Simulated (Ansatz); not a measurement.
`[NH2][GeH2][NH2]` and `[CH3][GeH]([NH2])[NH2]` differ in one atom or group.

Ansatz, PBE0-D4/def2-TZVP geometries, multiplicity 1. Each molecule was computed in one conformer, which needn't be the lowest.

Scalar relativity is left out up to krypton.

| property | `[NH2][GeH2][NH2]` |
| --- | --- |
| LUMO energy (B3LYP/def2-TZVPP) / eV | 0.50 |
| HOMO–LUMO gap (PBE0/def2-TZVPP) / eV | 8.04 |
| size of the dipole moment (B3LYP/def2-TZVPP) / D | 0.55 |
| size of the dipole moment (ωB97M-V/def2-TZVPP) / D | 0.60 |
| HOMO energy (ωB97M-V/def2-TZVPP) / eV | -9.62 |
| size of the dipole moment (PBE/def2-TZVPP) / D | 0.42 |

(1) Give the same properties after the change, and the shifts. (Best estimate.)

Results:

(1) Ansatz gave: 
```csv
property,`[CH3][GeH]([NH2])[NH2]`,shift
LUMO energy (B3LYP/def2-TZVPP) / eV,0.49,-0.01
HOMO–LUMO gap (PBE0/def2-TZVPP) / eV,7.90,-0.14
size of the dipole moment (B3LYP/def2-TZVPP) / D,1.20,0.65
size of the dipole moment (ωB97M-V/def2-TZVPP) / D,1.23,0.63
HOMO energy (ωB97M-V/def2-TZVPP) / eV,-9.43,0.19
size of the dipole moment (PBE/def2-TZVPP) / D,1.14,0.72
```

Dipoles are sizes alone; their direction can turn.

B3LYP here is the variant with VWN-RPA as its local correlation; programs differ in this.
